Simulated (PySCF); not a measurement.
Ionisation energy of Sr by level of theory

Sr [Kr] 5s2 (1S) → Sr⁺ [Kr] 5s1 (2S), as a difference of total energies. Computed with PySCF 2.14 in ANO-RCC-VTZP (7s6p3d1f, 47 functions), with the spin-free X2C one-electron Hamiltonian (Gaussian nucleus). Correlated levels: valence and next inner shell: [Ar] 3d10 frozen. The calculations carry no spin-orbit coupling.

```csv
method,ionisation energy (eV),error (eV)
UHF,4.742,-0.953
MP2 (valence and next inner shell),5.477,-0.218
SCS-MP2 (valence and next inner shell),5.507,-0.188
CCSD (valence and next inner shell),5.539,-0.156
CCSD(T) (valence and next inner shell),5.595,-0.100
```

Reference: 5.695 eV (measured; NIST Atomic Spectra Database, ionization energies).

Errors of the correlated levels include the incompleteness of this basis and the frozen core.
